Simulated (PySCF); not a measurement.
C2H5FO2Si, SMILES F[Si@H](CC=O)O.

Coordinates come from a B3LYP-D3(BJ)/def2-SVP optimisation. The structure was generated by enumeration; whether it is a known compound was not checked. Other conformers were not sampled.

The numbers are results of TDA-PBE/def2-SVPD run with PySCF, not measurements.

Vertical excitations. Isolated molecule, no solvent.

Question: Give excitation energies, oscillator strengths and character. (The exact figures need the calculation; the answer reports its results.)

Answer: 
```json
[
 {"state": "S1", "energy (eV)": "4.12", "λ (nm)": "301", "f": "0.004", "main pairs": "HOMO→LUMO 100 %"},
 {"state": "S2", "energy (eV)": "5.29", "λ (nm)": "234", "f": "0.000", "main pairs": "HOMO−1→LUMO 86 %, HOMO−2→LUMO 13 %"},
 {"state": "S3", "energy (eV)": "5.72", "λ (nm)": "217", "f": "0.061", "main pairs": "HOMO−2→LUMO 81 %"},
 {"state": "S4", "energy (eV)": "6.30", "λ (nm)": "197", "f": "0.005", "main pairs": "HOMO−3→LUMO 96 %"},
 {"state": "S5", "energy (eV)": "6.34", "λ (nm)": "196", "f": "0.002", "main pairs": "HOMO→LUMO+1 98 %"},
 {"state": "S6", "energy (eV)": "6.65", "λ (nm)": "187", "f": "0.014", "main pairs": "HOMO→LUMO+2 97 %"},
 {"state": "S7", "energy (eV)": "6.81", "λ (nm)": "182", "f": "0.006", "main pairs": "HOMO→LUMO+3 95 %"},
 {"state": "S8", "energy (eV)": "7.21", "λ (nm)": "172", "f": "0.016", "main pairs": "HOMO−4→LUMO 53 %, HOMO−5→LUMO 37 %"},
 {"state": "S9", "energy (eV)": "7.24", "λ (nm)": "171", "f": "0.101", "main pairs": "HOMO→LUMO+4 93 %"},
 {"state": "S10", "energy (eV)": "7.68", "λ (nm)": "161", "f": "0.024", "main pairs": "HOMO→LUMO+5 96 %"},
 {"state": "T1", "energy (eV)": "3.53", "λ (nm)": "352", "f": "0", "main pairs": "HOMO→LUMO 100 %"},
 {"state": "T2", "energy (eV)": "5.11", "λ (nm)": "242", "f": "0", "main pairs": "HOMO−1→LUMO 75 %, HOMO−2→LUMO 21 %"},
 {"state": "T3", "energy (eV)": "5.33", "λ (nm)": "233", "f": "0", "main pairs": "HOMO−2→LUMO 76 %, HOMO−1→LUMO 23 %"},
 {"state": "T4", "energy (eV)": "6.03", "λ (nm)": "206", "f": "0", "main pairs": "HOMO−4→LUMO 46 %, HOMO−3→LUMO 37 %, HOMO−5→LUMO 8 %"}
]
```
Triplets are in the Tamm–Dancoff approximation.
